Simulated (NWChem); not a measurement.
# Total energies of B2

```
B
B 1 1.6255
```
Charge 0, spin multiplicity 3.

Program: NWChem. Structure: optimised with UPBE0/def2-SVP, a minimum by its harmonic frequencies.

Basis set: 6-31G* (28 functions).

```tsv
method	total energy (Ha)
UHF	-49.07507
UMP2	-49.21563
UB2PLYP	-49.34625
UPBE	-49.32806
UB3LYP	-49.40752
UBHandHLYP	-49.36576
```

Total energies of different functionals aren't comparable as a measure of quality: only differences taken within one method are. 

The correlated methods keep 2 core orbitals frozen. B3LYP has NWChem's definition, with VWN1-RPA local correlation. The Pople sets run with spherical d functions. This spin state was chosen for the runs; another may lie lower. The structure started from a generated list of species. The unpaired electrons of the parent sit in orbitals of symmetry b2u and b3u (D2h labels of the run); other states weren't searched. No SCF solution was tested for a lower state. Open-shell Hartree-Fock references start from PBE0 orbitals.
